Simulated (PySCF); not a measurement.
C4H5BO, SMILES C#CB1COC1. Coordinates come from a PBE-D3(BJ)/def2-SVP optimisation. This is a generated structure with no PubChem entry under its InChIKey; it may be hypothetical.

Question: Give the equilibrium geometry at PBE-D3(BJ)/def2-SVP (PySCF confirms it by a frequency run) as bond lengths and angles, and its point group. (The exact figures need the calculation; the answer reports its results.)

Answer: point group C2v.
Atoms: C1 C2 B3 C4 O5 C6 H7 H8 H9 H10 H11. Bonds (Å): C1–C2 1.233, C1–H7 1.082, C2–B3 1.505, B3–C4 1.584, B3–C6 1.584, C4–O5 1.450, C4–H8 1.117, C4–H9 1.117, O5–C6 1.450, C6–H10 1.117, C6–H11 1.117. Bond angles (°): C2–C1–H7 180.0, C1–C2–B3 180.0, C2–B3–C4 137.9, C2–B3–C6 137.9, C4–B3–C6 84.2, B3–C4–O5 90.8, B3–C4–H8 116.7, B3–C4–H9 116.7, O5–C4–H8 112.7, O5–C4–H9 112.7, H8–C4–H9 106.8, C4–O5–C6 94.2, B3–C6–O5 90.8, B3–C6–H10 116.7, B3–C6–H11 116.7, O5–C6–H10 112.7, O5–C6–H11 112.7, H10–C6–H11 106.8.
Charge 0, spin multiplicity 1.
